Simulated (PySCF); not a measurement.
Al(H)(NCO)(OMe) (C₂H₄AlNO₂), SMILES C[O][AlH][N]=C=O.

Coordinates come from a PBE-D3(BJ)/def2-SVP optimisation. The structure was generated by enumeration; whether it is a known compound was not checked. The values are those of a single conformer.

Computed with C-PCM-PBE0/def2-SVP (PySCF).

The values are the electrostatic part of the solvation free energy, E(continuum) − E(gas) at the gas-phase geometry, in a cavity of scaled van der Waals radii (PySCF's table); cavitation and dispersion terms are not included. A continuum can't describe solvent molecules that bind to the metal. In vacuum the orbital gap is 7.36 eV. The dipole moment in vacuum is 1.61 D.

Computed values in water (ε = 78.36), N,N-dimethylformamide (ε = 37.22), tetrahydrofuran (ε = 7.43):
| solvent | ε | ΔG(elec) (kcal/mol) | dipole (D) | gap (eV) |
|---|---|---|---|---|
| water | 78.36 | -5.7 | 1.95 | 7.60 |
| N,N-dimethylformamide | 37.22 | -5.6 | 1.95 | 7.60 |
| tetrahydrofuran | 7.43 | -4.9 | 1.90 | 7.57 |
